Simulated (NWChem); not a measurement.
C3H5BO2; SMILES C=CB(O)C=O

```xyz
11

C     -0.0646    -2.5619     0.0014
C     -0.7224    -1.3921    -0.0010
B      0.0179    -0.0288    -0.0008
O      1.3597     0.0622    -0.0005
C     -0.7002     1.4251    -0.0006
O      0.0165     2.4062     0.0007
H      1.0307    -2.5887     0.0034
H     -0.5788    -3.5293     0.0016
H     -1.8198    -1.4171    -0.0029
H      1.5902     1.0098     0.0002
H     -1.8136     1.5626    -0.0015
```
Atoms are numbered in this order, from 1.

Level: PBE0/def2-SVP (NWChem), optimised geometry, unscaled harmonic frequencies. 

Problem. List the harmonic frequencies with IR intensities, and the thermochemistry.

Solution. 
| frequency (cm⁻¹) | IR intensity (km/mol) |
|---|---|
| 66 | 0.0 |
| 164 | 10.5 |
| 165 | 4.3 |
| 255 | 22.5 |
| 390 | 2.2 |
| 399 | 1.1 |
| 596 | 19.9 |
| 612 | 30.5 |
| 790 | 72.8 |
| 791 | 16.1 |
| 968 | 24.3 |
| 988 | 111.9 |
| 1023 | 30.7 |
| 1026 | 0.3 |
| 1051 | 11.2 |
| 1231 | 158.3 |
| 1312 | 19.9 |
| 1397 | 0.3 |
| 1418 | 65.6 |
| 1474 | 183.2 |
| 1698 | 90.6 |
| 1812 | 66.3 |
| 2908 | 121.8 |
| 3146 | 12.7 |
| 3163 | 7.2 |
| 3249 | 4.0 |
| 3699 | 149.7 |

```yaml
zero_point_energy: 51.1 kcal/mol
thermal correction to the enthalpy at 298.15 K (with zero-point energy): 55.9 kcal/mol
heat capacity Cv: 22.3 cal/(mol K)
entropy at 298.15 K and 1 atm (symmetry number 1): 80.6 cal/(mol K)
dipole_moment: 1.76 D
```

Rigid rotor and harmonic oscillator; modes under 100 cm⁻¹ make the entropy uncertain.
